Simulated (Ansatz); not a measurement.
`C=C1N[SiH2]1` → `N=C=C[SiH3]`  (isomerisation)

Program: Ansatz. Geometries: PBE0-D4/def2-TZVP. ΔE: electronic, gas phase. CBS: MP2 limit from def2 TZ/QZ plus the TZ coupled-cluster correction, frozen cores. DFT in def2-TZVPP. One conformer a species, not always the lowest.

| level | ΔE (eV) |
| --- | --- |
| BLYP-D4 | -0.59 |
| CAM-B3LYP-D4 | -0.47 |
| HF/def2-SVP | -0.76 |
| MP2/def2-SVP | -0.56 |

**Question.** What does CCSD(T)/CBS give? (An estimate is asked.)

**Answer.** The calculation gave: -0.40 eV. The listed levels differ from it by -0.19, -0.07, -0.36, -0.16 eV.

Largest T1 diagnostic among the species: 0.015.

From r2SCAN to r2SCAN0 (25 % exact exchange), in def2-TZVPP and without D4, ΔE moves by +0.05 eV. Leaving LDA and LC-ωPBE aside and taking each functional with its dispersion term where it has one, the values, not all of them listed here, spread over 0.21 eV, from BLYP-D4 to PBE-QIDH. LDA lies +0.21 eV from PBE without D4.
